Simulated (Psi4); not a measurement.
A dimer, CHN ··· H3O+ (SMILES C#N and [OH3+]) (charge +1); the first 3 atoms form monomer A.

```
7

C     -0.0265     0.0008     0.0000
N      1.1192    -0.0326     0.0000
H     -1.0927     0.0319     0.0000
O      3.5892     0.0392    -0.0240
H      3.9950    -0.1621     0.8463
H      3.9895    -0.4626    -0.7661
H      2.6087     0.0045    -0.0142
```

**Question.** What interaction energy does SAPT0/jun-cc-pVDZ, frozen core in Psi4 give, and which attractive term is the largest?

**Answer.** Total -134.81 kJ/mol: electrostatics -144.03, exchange 133.54, induction -106.05, dispersion -18.27. The most attractive term is electrostatics.
